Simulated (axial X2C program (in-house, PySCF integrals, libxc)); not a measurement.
Outer orbitals of MgMo at 2.996 Å, PBE0

Calculated with an in-house all-electron X2C program for linear molecules (integrals from PySCF). Spin-free means the one-electron spin-free X2C Hamiltonian; two-component (2c) means X2C with spin–orbit coupling and atomic mean-field two-electron Coulomb and Gaunt terms, so the difference of the two also holds small scalar two-electron terms. Basis: Mo dyall-cv3z [11s12p9d5f3g], Mg dyall-cv3z [9s8p6d3f] (cores contracted in-house); Gaussian nuclei, density fitting, unrestricted open shells. Masses: Mo 97.905 u, Mg 23.985 u.

The distance is close to the 2c PBE0 minimum; the highest filled and lowest empty levels are listed.

Spin-free orbitals, state M_S = 3, Λ = 0 (beyond evenly filled blocks: 2 × σα, π+α, π-α, δ+α, δ-α) (Löwdin shares):

```csv
symmetry,occupied,ε (eV),atomic character
σα,yes,-6.88,"38% Mg s, 34% Mo d, 21% Mo s"
π+α,yes,-5.99,97% Mo d
π-α,yes,-5.99,97% Mo d
δ+α,yes,-5.94,100% Mo d
δ-α,yes,-5.94,100% Mo d
σβ,yes,-5.82,"62% Mg s, 16% Mo s, 12% Mo p"
σα,yes,-5.71,"62% Mo d, 25% Mo s, 10% Mg s"
σα,yes,-4.42,"29% Mg p, 28% Mo s, 24% Mg s"
σβ,no,-1.61,"50% Mg p, 33% Mo s, 8% Mg s"
π-α,no,-1.37,"50% Mo p, 47% Mg p"
π+α,no,-1.37,"50% Mo p, 47% Mg p"
σα,no,-1.23,"47% Mo p, 39% Mg p, 9% Mo s"
```

Spinors with spin–orbit coupling (state Ω = 3):

```csv
ω,occupied,ε (eV),atomic character,λ mixture
1/2,yes,-6.88,"38% Mg s, 34% Mo d, 20% Mo s",100% σ
-1/2,yes,-6.03,96% Mo d,"99% π, 1% σ"
-3/2,yes,-6.03,100% Mo d,100% δ
3/2,yes,-5.95,97% Mo d,100% π
5/2,yes,-5.87,100% Mo d,100% δ
-1/2,yes,-5.81,"61% Mg s, 16% Mo s, 12% Mo p","99% σ, 1% π"
1/2,yes,-5.72,"62% Mo d, 25% Mo s, 10% Mg s",100% σ
1/2,yes,-4.42,"29% Mg p, 28% Mo s, 24% Mg s",100% σ
-1/2,no,-1.61,"50% Mg p, 33% Mo s, 8% Mg s",100% σ
-1/2,no,-1.39,"51% Mo p, 46% Mg p",100% π
3/2,no,-1.34,"49% Mo p, 48% Mg p",100% π
1/2,no,-1.23,"47% Mo p, 39% Mg p, 9% Mo s","99% σ, 1% π"
```

Mulliken charges and populations of the two-component result (they depend on the basis, above all on diffuse functions):

Mo -0.08 e (s 9.00 p 18.11 d 14.97), Mg 0.08 e (s 5.68 p 6.22 d 0.01). ⟨Lz⟩ = 0.00 ħ and ⟨Sz⟩ = 3.00 ħ (2.88 and 0.12 on the two atoms), which add up to Ω.

One determinant describes the state; a PBE0 search over occupations chose it and may have missed a lower one. Density functionals use the spin component along the axis (collinear). PBE0 can misorder states that lie within some tenths of an eV, so this need not be the ground state of the molecule. The nearest other spin-free determinant of the search, M_S = 2, Λ = 0, lies 0.84 eV up at the distance of the search. With several unpaired electrons one determinant need not be a pure state. Open-shell Ω = 0 determinants with evenly filled partner blocks cannot be reached by this program, so the Ω shown need not be the lowest component.
